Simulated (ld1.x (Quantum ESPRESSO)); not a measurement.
u(r) = r·R(r): atom against pseudo-atom (sulfur)

Columns: radius, all-electron u(r) and pseudo u(r) of the 3s shell (level -17.11 eV) of sulfur in the configuration [Ne] 3s2 3p4; BLYP, scalar-relativistic, RRKJ scheme, ld1.x (Quantum ESPRESSO) 7.5.

```
r (bohr)  all-electron  pseudo
   0.080        0.1716  0.0486
   0.160       -0.1174  0.0957
   0.240       -0.3387  0.1400
   0.320       -0.4112  0.1807
   0.400       -0.3638  0.2180
   0.480       -0.2424  0.2536
   0.560       -0.0845  0.2907
   0.640        0.0834  0.3339
   0.720        0.2448  0.3879
   0.800        0.3902  0.4555
   0.880        0.5149  0.5358
   0.960        0.6175  0.6209
   1.040        0.6985  0.6986
   1.120        0.7594  0.7594
   1.200        0.8020  0.8020
   1.280        0.8284  0.8284
   1.360        0.8409  0.8409
   1.440        0.8418  0.8418
   1.520        0.8329  0.8329
   1.600        0.8163  0.8163
   1.680        0.7938  0.7938
   1.760        0.7667  0.7667
   1.840        0.7364  0.7364
   1.920        0.7038  0.7038
   2.000        0.6698  0.6698
   2.080        0.6352  0.6352
```

**Question.** How many radial nodes do the two functions have?

**Answer.** The all-electron 3s function has n − l − 1 = 2; the pseudo-wave has 0, since the states of the same l below it are removed with the core.

**Question.** At about which radius was the pseudo-wave matched?

**Answer.** 1.10 bohr, where the columns begin to agree (steps of 0.08 bohr).

**Question.** Where does each function peak?

**Answer.** Outermost all-electron maximum near 1.44 bohr, pseudo maximum near 1.44 bohr (to the table’s step).

**Question.** Is the pseudo-wave norm-conserving?

**Answer.** Yes: the RRKJ scheme keeps the norm inside the radius equal to the all-electron one, which fixes the energy derivative of the logarithmic derivative at the level.
